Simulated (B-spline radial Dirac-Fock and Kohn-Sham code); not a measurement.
Pr 4s: cross section and angular parameters

System: the Pr atom in the configuration 1s2 2s2 2p6 3s2 3p6 3d10 4s2 4p6 4d10 4f3 5s2 5p6 6s2; threshold 304.5 eV (tabulated edge). These are calculated numbers from a B-spline atomic structure program; the model is Dirac-Hartree-Slater photoionisation with a Latter tail; cross sections with all multipoles, angular parameters from the dipole term and its interference with E2.

For linearly polarised light dσ/dΩ = σ/(4π) [1 + β P₂(cos θ) + (δ + γ cos²θ) sin θ cos φ], with θ from the polarisation vector and φ the angle between the beam and the projection of the electron momentum on the plane normal to the polarisation.

| hν (eV) | σ (kb) | β | γ |
| --- | --- | --- | --- |
| 335 | 122 | 1.917 | 0.367 |
| 427 | 99.5 | 1.941 | 0.452 |
| 1253.6 | 23.3 | 1.974 | 0.277 |
| 1320 | 21.5 | 1.974 | 0.258 |
| 1360 | 20.4 | 1.975 | 0.247 |
| 1380 | 20.0 | 1.975 | 0.242 |
| 1480 | 17.8 | 1.976 | 0.215 |
| 1486.9 | 17.7 | 1.976 | 0.214 |
| 1820 | ? | ? | ? |
| 2000 | 10.7 | 1.978 | 0.096 |
| 3420 | 4.07 | 1.982 | -0.083 |
| 3440 | 4.03 | 1.982 | -0.084 |
| 3990 | 3.06 | 1.982 | -0.111 |
| 4690 | 2.25 | 1.983 | -0.122 |
| 5250 | 1.81 | 1.983 | -0.116 |
| 5530 | 1.64 | 1.984 | -0.110 |
| 6000 | 1.40 | 1.984 | -0.094 |
| 8950 | 0.627 | 1.984 | 0.089 |
| 11300 | 0.387 | 1.984 | 0.292 |
| 12300 | 0.323 | 1.984 | 0.384 |

Question: Give the values at 1820 eV.

Answer: σ = 12.6 kb, β = 1.978, γ = 0.134. For an s subshell δ is negligible.
